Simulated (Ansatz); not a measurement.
A run on H6O2SiSn (`[OH][SnH2][O][SiH3]`) with other settings.

```yaml
crystal:
  periodic: [false, false, false]
  atoms:
    - {symbol: O, position_ang: [-1.508257, 1.311254, -1.171223]}
    - {symbol: Sn, position_ang: [-0.064656, 1.543918, 0.127923]}
    - {symbol: O, position_ang: [0.315510, -0.234600, 0.847062]}
    - {symbol: Si, position_ang: [0.660936, -1.699664, 0.217243]}
    - {symbol: H, position_ang: [-2.335190, 1.014991, -0.784095]}
    - {symbol: H, position_ang: [-0.572930, 2.440961, 1.478790]}
    - {symbol: H, position_ang: [1.260656, 2.077265, -0.784525]}
    - {symbol: H, position_ang: [-0.581607, -2.463053, -0.082899]}
    - {symbol: H, position_ang: [1.466092, -2.469141, 1.201910]}
    - {symbol: H, position_ang: [1.442544, -1.573131, -1.047186]}
basis:
  gaussian: {orbitals: def2-mTZVP, point_charges: [{charge: 0.50, position_ang: [6.442, 0.131, 0.452]}]}
hamiltonian: {xc: {name: revPBE0}}
output: {forces: true}
```

```sh
$ ansatz run in.yaml --threads 4 --pin off --events-out ev --progress --plain --max-ram 10444MiB
```

It prints (some lines left out):

```
Functional definition: revPBE0
1253 factors; integrals over basis functions are off by at most 8.7e-4 eV
mean field evaluation 1: about -17891.1836 eV, gradient 7.8e1 eV
mean field evaluation 2: about -17858.2127 eV, gradient 1.5e2 eV
mean field evaluation 4: about -17901.0776 eV, gradient 2.7e0 eV
mean field evaluation 8: about -17901.1995 eV, gradient 4.5e-1 eV
mean field evaluation 16: about -17901.2000 eV, gradient 2.3e-5 eV
mean field -17901.20000013 eV, -657.8569661357 hartree, gradient 2.3e-5 eV, S^2 0.000000; 0 other end points of the search recorded, 0 dependent functions left out
reference -17901.20005307 eV, -657.8569680810 hartree; 29, 29 occupied and 95, 95 virtual orbitals, 1253 factors
Total energy: -17901.20005307 eV, -657.8569680810 hartree
Atom 0 at    -1.508257     1.311254    -1.171223 Å, force    -0.080091     0.024888    -0.361575 eV/Å
Atom 1 at    -0.064656     1.543918     0.127923 Å, force    -0.114108     0.366033     0.081532 eV/Å
Atom 2 at     0.315510    -0.234600     0.847062 Å, force     0.167112    -0.082341     0.325569 eV/Å
Atom 3 at     0.660936    -1.699664     0.217243 Å, force    -0.137599    -0.302205    -0.094846 eV/Å
Atom 4 at    -2.335190     1.014991    -0.784095 Å, force    -0.183601    -0.042364     0.063352 eV/Å
Atom 5 at    -0.572930     2.440961     1.478790 Å, force     0.034469     0.076751     0.084966 eV/Å
Atom 6 at     1.260656     2.077265    -0.784525 Å, force     0.135164     0.058868    -0.054556 eV/Å
Atom 7 at    -0.581607    -2.463053    -0.082899 Å, force     0.013183    -0.043819    -0.016753 eV/Å
Atom 8 at     1.466092    -2.469141     1.201910 Å, force     0.078773    -0.034235     0.031580 eV/Å
Atom 9 at     1.442544    -1.573131    -1.047186 Å, force     0.089604    -0.009036    -0.057860 eV/Å
Dipole moment:    -0.157597     0.339741     0.178863 e Å
```

It took 1.9 s on 4 threads of an Arm Neoverse V2 on a shared host, with 0.43 GiB of host memory at the peak.
